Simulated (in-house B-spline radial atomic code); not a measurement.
The numbers below are computed, except where a source is named.
## Two electrons in Ge: a Gaussian well −V exp(−r²/w²) with V = 38.2 meV and w = 65.4 nm

For Ge the NSM archive of the Ioffe Institute lists m_l = 1.6 m0, m_t = 0.08 m0 and ε = 16.2; the model takes one isotropic valley with the conductivity mass 3/(1/m_l + 2/m_t) = 0.117 m0, and so misses anisotropy and the other valleys. All triplets below are those of one valley; with several valleys two electrons can form a triplet in the 1s orbital itself, at an energy set by the valley splitting.

Effective-mass model with parabolic bands, a uniform dielectric constant, no image charges, no central-cell or spin-orbit terms. Two-electron levels come from full CI in B-splines with partial waves to l = 5 (up to 0.001 effective hartree above the limit).

(1) What are the effective units, and what is the potential in them?

In these units the lowest s and p orbitals lie at -2.739813 and -2.474510, and their Coulomb and exchange integrals are J_ss = 0.411959, J_sp = 0.340273 and K_sp = 0.06737. Full CI gives -5.128636 for the ground singlet, -4.957869 for the sp triplet, -4.867495 for the sp singlet and -4.714149 for the lowest triplet of two s orbitals.

(2) What does it cost to add the second electron, to first order and exactly?

(3) How far above the singlet do the triplets lie?

## Answers

(1) Ha* = 27211.386 meV × 0.117/16.2² = 12.13 meV and a* = 0.0529177 nm × 16.2/0.117 = 7.327 nm. V = 3.15 Ha* and w = 8.92 a*.

(2) To first order E = 2ε_s + J_ss = -5.067668, so the charging energy E(2) − 2E(1) is J_ss = 4.998 meV. CI gives -5.128636 − 2 × (-2.739813) = 0.350991, or 4.258 meV: relaxation and correlation lower it by 0.7396 meV, 14.8 % of J_ss. The s² configuration of one-electron orbitals holds 91.6 % of the state, and the mean radius is 18.1 nm. The second electron is bound by ε_s − E = 28.98 meV, against 33.24 meV for the first.

(3) To first order the sp triplet lies at ε_s + ε_p + J_sp − K_sp = -4.941424, which is 1.532 meV above 2ε_s + J_ss. CI gives -4.957869 − (-5.128636) = 0.170767, or 2.072 meV, 64 % of the orbital spacing of 3.218 meV. The ss triplet lies 5.028 meV up, so the lower of the two is the sp one, and its gap equals k_BT at 24 K. The sp singlet-triplet splitting is 1.096 meV, against 2K_sp = 1.635 meV.
